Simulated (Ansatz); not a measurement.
```xyz
2

N     0.0000    0.0000    0.0000
S     0.0000    0.0000    4.9280
```

Basis set: pcseg-2 (spherical functions). Charge 0, multiplicity 2.

Computed with Ansatz (development build ahead of 0.2.0); each method stands on the lowest determinant of its kind that the runs found. Restricted functionals stand beside restricted open-shell atoms, which can lie above the unrestricted atoms usual in DFT and then raise those values.

The atomization energy at this shape (free ground-state atoms in the same class of orbitals less the molecule, no zero-point energy) of doublet NS in separate pieces:

```
             method  atomization energy
PBE0 (unrestricted)             0.00 eV
                UHF             0.00 eV
```

**Question.** What does PBE0 (restricted open-shell) give?

**Answer.** -4.81 eV. Caution: the shape is not the minimum. Caution for PBE0 (unrestricted), PBE0 (restricted open-shell): charge can spread falsely over distant fragments. Caution for PBE0 (unrestricted), UHF: the unrestricted determinant is a mixture of spin states. Caution for PBE0 (restricted open-shell): an unrestricted determinant lies well below; the molecule lies well above its atoms at this level.
